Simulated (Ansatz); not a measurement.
A further run on [GaBrH3]- (GaH3Br⁻).

```yaml
crystal:
  periodic: [false, false, false]
  atoms:
    - {symbol: Ga, position_ang: [-0.001486, 0.002376, -0.253484]}
    - {symbol: Br, position_ang: [0.013018, -0.020886, 2.228246]}
    - {symbol: H, position_ang: [1.538711, 0.010955, -0.667211]}
    - {symbol: H, position_ang: [-0.779192, 1.339633, -0.641228]}
    - {symbol: H, position_ang: [-0.771051, -1.332077, -0.666323]}
basis:
  gaussian: {orbitals: def2-mTZVPP, fitting: {mean_field: cc-pVTZ-jkfit}}
total_charge: -1
hamiltonian: {xc: {name: CAM-B3LYP}, dispersion: d3bjatm}
scf: {omitted_lower_state_checks: [starts]}
```

```sh
$ ansatz run in.yaml --threads 4 --pin off --events-out ev --progress --plain --max-ram 3916MiB
```

It prints (some lines left out):

```
Functional definition: CAM-B3LYP
  name "CAM-B3LYP"
  cite "Yanai, Tew & Handy, Chem. Phys. Lett. 393, 51 (2004) doi:10.1016/j.cplett.2004.06.011"
  cite "Iikura, Tsuneda, Yanai & Hirao, J. Chem. Phys. 115, 3540 (2001) doi:10.1063/1.1383587"
  cite "Becke, Phys. Rev. A 38, 3098 (1988) doi:10.1103/PhysRevA.38.3098"
  cite "Lee, Yang & Parr, Phys. Rev. B 37, 785 (1988) doi:10.1103/PhysRevB.37.785"
  cite "Vosko, Wilk & Nusair, Can. J. Phys. 58, 1200 (1980) doi:10.1139/p80-159"
  parameter alpha = 0.19
  parameter beta = 0.46
  parameter omega = 0.33/bohr
  parameter ac = 0.81
  # Exact exchange under (alpha + beta erf(omega r))/r, Becke's under what is left of 1/r.
  exchange = (1 - alpha - beta)*b88_x + beta*b88_x_sr(omega) + alpha*exact_x + beta*exact_x_lr(omega)
  correlation = (1 - ac)*vwn5_c + ac*lyp_c
these checks for a lower state are left out or cut short: starts
504 factors; integrals over basis functions are off by at most 3.4e-2 eV
504 factors; integrals over basis functions are off by at most 8.2e-7 eV
mean field evaluation 1: about -122481.5698 eV, gradient 3.1e1 eV
mean field evaluation 2: about -122481.6231 eV, gradient 3.5e1 eV
mean field evaluation 4: about -122482.5916 eV, gradient 7.6e-1 eV
mean field evaluation 8: about -122482.5949 eV, gradient 7.6e-3 eV
mean field -122482.59491290 eV, -4501.1523413644 hartree, gradient 3.4e-5 eV, S^2 0.000000; 0 other end points of the search recorded, 0 dependent functions left out
reference -122482.59502655 eV, -4501.1523455411 hartree; 35, 35 occupied and 52, 52 virtual orbitals, 504 factors
Total energy: -122482.66613119 eV, -4501.1549585884 hartree
Checks for a lower state left out: starts
```

Run time 0.65 s (4 threads of Arm Neoverse V1 on a shared host).

The highest occupied level of an anion often lies above zero with these methods, and sets without diffuse functions describe the outer electron poorly.
